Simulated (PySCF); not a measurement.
## Radial density of Mn⁺ (manganese, charge +1)

UHF, [Ar] 3d5 4s1, high-spin 7S determinant. All numbers are calculated (PySCF 2.14, no relativity, point nucleus, in pcseg-2 (6s4p3d2f1g, 56 functions)).

```
r (bohr)  4πr²ρ (e/bohr)  4πr²(ρα − ρβ)
 0.00119          0.1786         0.0001
 0.00201          0.4854         0.0002
 0.00338           1.282         0.0006
 0.00569           3.233         0.0014
 0.00956           7.534         0.0032
  0.0161           15.40         0.0063
  0.0271           25.37         0.0094
  0.0455           29.79         0.0082
  0.0766           24.37         0.0085
   0.129           26.38         0.0762
   0.217           32.47         0.4484
   0.364           15.61         1.8392
   0.613           13.89         4.0794
    1.03           10.88         3.5937
    1.73           2.426         1.5691
    2.92          0.5366         0.5263
    4.91         0.06237         0.0623
    8.25        0.001151         0.0012
```
